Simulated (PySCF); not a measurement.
C₂H₈Sn. Atoms are numbered in the order given.

```xyz
11

Sn     0.0000     0.0000    -0.3107
C      1.7770     0.0000     0.9370
C     -1.7770     0.0000     0.9370
H      0.0000    -1.4015    -1.3196
H      0.0000     1.4015    -1.3196
H      1.7844     0.8950     1.5761
H      2.6820     0.0000     0.3125
H      1.7844    -0.8950     1.5761
H     -2.6820     0.0000     0.3125
H     -1.7844     0.8950     1.5761
H     -1.7844    -0.8950     1.5761
```

The structure is a stationary point at B3LYP-D3(BJ)/def2-SVP. The def2 effective core potentials stand for the cores of Sn; spin–orbit coupling is left out.

All values below come from PBE/def2-TZVP in PySCF.

The molecule is in vacuum.

```json
{
 "total_energy": "-295.20666 hartree",
 "point_group": "C2v",
 "highest_occupied_level": "-6.83 eV",
 "lowest_empty_level": "-0.26 eV",
 "orbital_gap": "6.56 eV",
 "dipole_moment": "0.78 D",
 "quadrupole, principal values (traceless, Buckingham form, about the centre of nuclear charge)": "-0.66, -0.46, 1.12 D·Å",
 "mean_static_polarisability": "69.4 bohr³ (10.28 Å³)",
 "polarisability_principal_values": "61.6, 69.0, 77.6 bohr³"
}
```
